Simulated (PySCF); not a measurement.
C₅H₆O. Atoms are numbered in the order given.

```xyz
12

C      2.7311     0.7270     0.6344
C      1.5993     0.2915     0.1435
C      0.4862    -0.1606    -0.3857
O     -0.4799    -0.7958     0.3585
C     -1.7847    -0.5606     0.0543
C     -2.2778     0.4165    -0.7142
H      3.6001     0.0668     0.7471
H      2.8544     1.7677     0.9583
H      0.2869    -0.1017    -1.4636
H     -2.4210    -1.3002     0.5477
H     -1.6513     1.1830    -1.1734
H     -3.3549     0.4688    -0.8770
```

Coordinates come from a B3LYP-D3(BJ)/def2-SVP optimisation. The values are those of a single conformer.

Level of theory: PBE/pcSseg-1 (PySCF).

GIAO shieldings, no solvent; atoms listed in one row are averaged. δ = σ(ref) − σ: ¹³C against TMS (σ = 182.0 ppm); ¹⁷O against H2O (σ = 334.3 ppm); ¹H against TMS (σ = 31.49 ppm), references at their B3LYP-D3(BJ)/def2-TZVP geometries, non-relativistic.

Computed chemical shifts:
```json
[
 {"nucleus": "¹³C", "atoms": "C2", "count": "1", "δ (ppm)": "220.3"},
 {"nucleus": "¹³C", "atoms": "C5", "count": "1", "δ (ppm)": "158.7"},
 {"nucleus": "¹³C", "atoms": "C3", "count": "1", "δ (ppm)": "122.4"},
 {"nucleus": "¹³C", "atoms": "C1", "count": "1", "δ (ppm)": "95.0"},
 {"nucleus": "¹³C", "atoms": "C6", "count": "1", "δ (ppm)": "92.4"},
 {"nucleus": "¹⁷O", "atoms": "O4", "count": "1", "δ (ppm)": "184.2"},
 {"nucleus": "¹H", "atoms": "H9", "count": "1", "δ (ppm)": "6.95"},
 {"nucleus": "¹H", "atoms": "H10", "count": "1", "δ (ppm)": "6.89"},
 {"nucleus": "¹H", "atoms": "H7, H8", "count": "2", "δ (ppm)": "6.02"},
 {"nucleus": "¹H", "atoms": "H11", "count": "1", "δ (ppm)": "4.63"},
 {"nucleus": "¹H", "atoms": "H12", "count": "1", "δ (ppm)": "4.47"}
]
```
